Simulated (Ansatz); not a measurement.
Born–Oppenheimer molecular dynamics of GeH₆O (8 atoms, charge 0, multiplicity 1). It starts at the highest image of a converged band. Of that band: Neighbouring images differ by up to 1.5 eV, so the band resolves the path poorly. A vibrational analysis at the climbing image gives one clearly imaginary mode, 1399i cm⁻¹: a first-order saddle point.

Method: RKS B3LYP/def2-SVP in Ansatz.

```yaml
ensemble: NVE (velocity Verlet)
time_step: 0.5 fs
steps_asked: 200
starting_velocities_drawn_for: 100 K
seed: 3946
```

First frame:

```xyz
8
Properties=species:S:1:pos:R:3
Ge -0.199 0.049 -0.201
H -0.246 0.684 1.623
H 1.122 -0.645 0.188
H -0.083 1.498 -0.699
H -0.775 -0.795 -1.383
O -1.926 -0.331 0.814
H -2.153 -1.266 0.966
H -1.207 0.177 1.579
```

Task: How far do the bonds stretch over the last three quarters of this one trajectory? (Pairs bonded in most of those frames.)

Result: 
| bond | mean (Å) | spread (Å) | shortest | longest |
| --- | --- | --- | --- | --- |
| Ge1–H2 | 1.551 | 0.069 | 1.44 | 1.66 |
| Ge1–H3 | 1.564 | 0.038 | 1.50 | 1.65 |
| Ge1–H4 | 1.556 | 0.014 | 1.53 | 1.58 |
| Ge1–H5 | 1.548 | 0.036 | 1.49 | 1.61 |
| O6–H7 | 0.972 | 0.013 | 0.95 | 1.00 |
| O6–H8 | 0.971 | 0.017 | 0.94 | 1.00 |

Mean temperature of the second half: 2303 K. The conserved energy stayed within 0.12 meV per atom of its start (net change 0.027 meV per atom), so the integration is sound. The system heated up, since it started high on the potential surface and ran downhill. A run of 0.1 ps of so small a system gives no equilibrium averages. The orbitals stay closed-shell, which can raise the energy where a bond breaks towards radicals; this wasn't checked here.

Run time: 6.8 min on 1 thread of Arm Neoverse V2 (shared host), peak memory 0.17 GiB.
